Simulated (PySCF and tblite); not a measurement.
Results of a calculation; reference values are marked as such.
2 diastereomers of C₅H₈F₄, numbered alike:

| isomer | SMILES | descriptors (one enantiomer) |
| --- | --- | --- |
| A | [CH3:1][C@H:2]([F:3])[C:4]([F:5])([F:6])[C@H:7]([CH3:8])[F:9] | 2S, 7S |
| B | [CH3:1][C@@H:2]([F:3])[C:4]([F:5])([F:6])[C@H:7]([CH3:8])[F:9] | 2R, 7S |

Each isomer is a Boltzmann average at 298.15 K over at most 7 conformers: GFN2-xTB geometries, energies PBE0/pcSseg-1 (D3(BJ) added where defined), GIAO shieldings PBE0/pcSseg-1, GFN2-xTB thermal terms. Programs: PySCF with density fitting and tblite.

Q: What shifts does each isomer give (ppm)?

A: 
A: ¹H (against TMS): 5.22 (H2/H7, 2H), 1.62 (H1/H8, 6H). ¹³C (against TMS): 125.5 (C4), 90.3 (C2/C7), 14.9 (C1/C8). ¹⁹F (against CFCl3): -153.9 (F5/F6), -228.9 (F3/F9).

B: ¹H (against TMS): 5.25 (H2/H7, 2H), 1.65 (H1/H8, 6H). ¹³C (against TMS): 126.1 (C4), 93.5 (C2/C7), 16.8 (C1/C8). ¹⁹F (against CFCl3): -132.4 (F6), -153.1 (F5), -227.9 (F3/F9).

Q: Which carbons tell the isomers apart best?

A: C2: 90.3 in A, 93.5 in B ppm.

Unscaled ¹⁹F shifts at such levels can be off by tens of ppm; differences between conformers or isomers are more reliable. Shifts are unscaled: against experiment ¹³C can be off by 15 ppm or more and ¹H by 0.8 ppm.
